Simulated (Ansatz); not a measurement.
A relaxation, step by step

Ge4H11ClO, closed shell, PBE0-D4/def2-TZVP (Ansatz 0.2.0). Settings:

```yaml
hamiltonian: {xc: pbe0, dispersion: d4}
relax: {f_tol: 0.005, max_steps: 200}
```

Start, a step off a saddle point along its unstable mode:

```xyz
17
angstrom
Ge -0.3222 -0.1807 -0.3732
Ge 1.9849 -0.8670 0.7003
Ge 0.0032 1.5757 -2.0323
Ge -2.1201 -0.3206 1.2834
O -0.1869 -1.7252 -1.2867
H 0.8664 0.7240 0.9417
Cl 0.3024 2.0152 1.3287
H 2.7778 -1.0250 -0.5974
H 1.5223 -2.2169 1.2613
H 2.8860 -0.1838 1.7632
H -0.1910 0.9830 -3.4348
H 1.4423 2.0858 -1.8692
H -0.9989 2.7115 -1.7850
H -1.4712 -0.4874 2.6659
H -2.9778 -1.5621 0.9741
H -2.9920 0.9406 1.2411
H -0.5252 -2.4670 -0.7810
```

```
               step  energy less the last (meV)  largest force component (eV/Å)
                  1                       954.5                           0.929
                  2                       657.0                           1.653
                  3                       374.7                           0.670
                  4                       223.8                           0.527
                  5                       145.6                           0.405
                  6                        84.9                           0.352
                  7                        42.6                           0.277
                  8                        12.6                           0.176
                  9                         3.7                           0.073
                 10                         3.3                           0.156
11 (rejected trial)                         4.4                           0.250
                 12                         2.2                           0.058
                 13                         1.2                           0.056
                 14                         0.5                           0.014
                 15                         0.2                           0.040
                 16                         0.1                           0.028
                 17                         0.0                           0.016
                 18                         0.0                           0.006
                 19                         0.0                           0.004
```

Step 7, positions (Å) and forces (eV/Å):

```json
{"atom": "Ge1", "x": "-0.225", "y": "-0.404", "z": "-0.438", "Fx": "-0.062", "Fy": "-0.202", "Fz": "-0.272"}
{"atom": "Ge2", "x": "1.908", "y": "-1.039", "z": "0.551", "Fx": "0.196", "Fy": "-0.010", "Fz": "0.141"}
{"atom": "Ge3", "x": "-0.022", "y": "1.454", "z": "-1.997", "Fx": "0.022", "Fy": "0.031", "Fz": "0.032"}
{"atom": "Ge4", "x": "-2.041", "y": "-0.351", "z": "1.195", "Fx": "0.028", "Fy": "0.029", "Fz": "0.040"}
{"atom": "O5", "x": "-0.532", "y": "-1.822", "z": "-1.540", "Fx": "0.008", "Fy": "0.277", "Fz": "0.225"}
{"atom": "H6", "x": "1.220", "y": "1.489", "z": "1.631", "Fx": "-0.141", "Fy": "0.263", "Fz": "0.058"}
{"atom": "Cl7", "x": "0.396", "y": "2.491", "z": "1.646", "Fx": "0.179", "Fy": "-0.254", "Fz": "-0.027"}
{"atom": "H8", "x": "2.979", "y": "-1.189", "z": "-0.552", "Fx": "-0.072", "Fy": "0.032", "Fz": "0.098"}
{"atom": "H9", "x": "1.749", "y": "-2.396", "z": "1.276", "Fx": "0.022", "Fy": "0.123", "Fz": "-0.041"}
{"atom": "H10", "x": "2.457", "y": "-0.023", "z": "1.603", "Fx": "-0.085", "Fy": "-0.109", "Fz": "-0.127"}
{"atom": "H11", "x": "-0.222", "y": "0.899", "z": "-3.415", "Fx": "-0.007", "Fy": "0.000", "Fz": "0.002"}
{"atom": "H12", "x": "1.387", "y": "2.064", "z": "-1.886", "Fx": "-0.027", "Fy": "-0.007", "Fz": "0.003"}
{"atom": "H13", "x": "-1.061", "y": "2.546", "z": "-1.709", "Fx": "-0.004", "Fy": "-0.020", "Fz": "0.003"}
{"atom": "H14", "x": "-1.488", "y": "-0.467", "z": "2.626", "Fx": "-0.005", "Fy": "0.013", "Fz": "-0.023"}
{"atom": "H15", "x": "-2.930", "y": "-1.579", "z": "0.918", "Fx": "-0.001", "Fy": "0.006", "Fz": "0.001"}
{"atom": "H16", "x": "-2.890", "y": "0.924", "z": "1.087", "Fx": "0.009", "Fy": "-0.009", "Fz": "-0.018"}
{"atom": "H17", "x": "-0.685", "y": "-2.598", "z": "-0.996", "Fx": "-0.059", "Fy": "-0.163", "Fz": "-0.093"}
```

Last step (19):

```
atom    x (Å)    y (Å)    z (Å)
 Ge1  -0.2154  -0.4961  -0.4968
 Ge2   1.9153  -1.0942   0.5397
 Ge3  -0.0138   1.4300  -1.9689
 Ge4  -1.9773  -0.3511   1.1887
  O5  -0.6366  -1.8327  -1.6330
  H6   1.3065   1.6340   1.7826
 Cl7   0.3988   2.5269   1.6056
  H8   3.0518  -1.1711  -0.4925
  H9   1.8126  -2.4434   1.2736
 H10   2.3313  -0.0431   1.5994
 H11  -0.0879   0.9315  -3.4202
 H12   1.3319   2.1366  -1.7432
 H13  -1.1524   2.4275  -1.7086
 H14  -1.3900  -0.2595   2.6064
 H15  -2.8175  -1.6409   1.0960
 H16  -2.8953   0.8555   0.9434
 H17  -0.9619  -2.6097  -1.1720
```

The run took 85 s on 4 CPU threads of an AMD EPYC 7R13 and a share of one NVIDIA H100 (shared host), with 1.2 GiB of host memory at its peak.
